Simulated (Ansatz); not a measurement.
Ansatz (an electronic-structure program) input (B3LYP/6-31+G*): The .json file is the Basis Set Exchange's 6-31+G*.

Ansatz 0.2 input:
```yaml
crystal:
  periodic: [false, false, false]
  atoms:
    - {symbol: Si, position_ang: [0.28344100, 0.30471300, 0.59047000]}
    - {symbol: F, position_ang: [1.03207800, 1.44351800, -0.14563200]}
    - {symbol: Cl, position_ang: [-0.77981600, -1.01515500, -0.40917000]}
basis:
  gaussian:
    orbitals: 6-31+G_.json
hamiltonian:
  xc: {name: B3LYP}
total_charge: 1
magnetization: {spin_polarized: true, initial_magnetization: 1}
output: {forces: true}
```

Output:

```
Functional definition: B3LYP
integrals: 0.02 GiB planned
534 factors; integrals over basis functions are off by at most 7.7e-4 eV
mean field: 0.25 GiB planned
mean field evaluation 1: about -23099.4652 eV, gradient 5.3e1 eV
mean field evaluation 2: about -23027.2556 eV, gradient 1.4e2 eV
mean field evaluation 4: about -23108.0993 eV, gradient 1.2e1 eV
mean field evaluation 8: about -23108.9610 eV, gradient 6.4e-1 eV
mean field evaluation 16: about -23108.9635 eV, gradient 1.7e-4 eV
mean field -23108.96353279 eV, -849.2387460120 hartree, gradient 2.9e-5 eV, S^2 0.752995; 0 other end points of the search recorded, 0 dependent functions left out
the calculation of the forces begins
reference -23108.96374399 eV, -849.2387537736 hartree; 20, 19 occupied and 45, 46 virtual orbitals, 534 factors
Total energy: -23108.96374399 eV, -849.2387537736 hartree
Atom 0 at     0.283441     0.304713     0.590470 Å, force    -0.312426    -0.529723     0.681598 eV/Å
Atom 1 at     1.032078     1.443518    -0.145632 Å, force     0.494427     0.754185    -0.500430 eV/Å
Atom 2 at    -0.779816    -1.015155    -0.409170 Å, force    -0.182000    -0.224462    -0.181168 eV/Å
Dipole moment:     0.038072    -0.021170     0.506159 e Å
```

The dipole moment of an ion depends on the origin.

The geometry given is a B3LYP-D3(BJ)/def2-TZVP minimum.
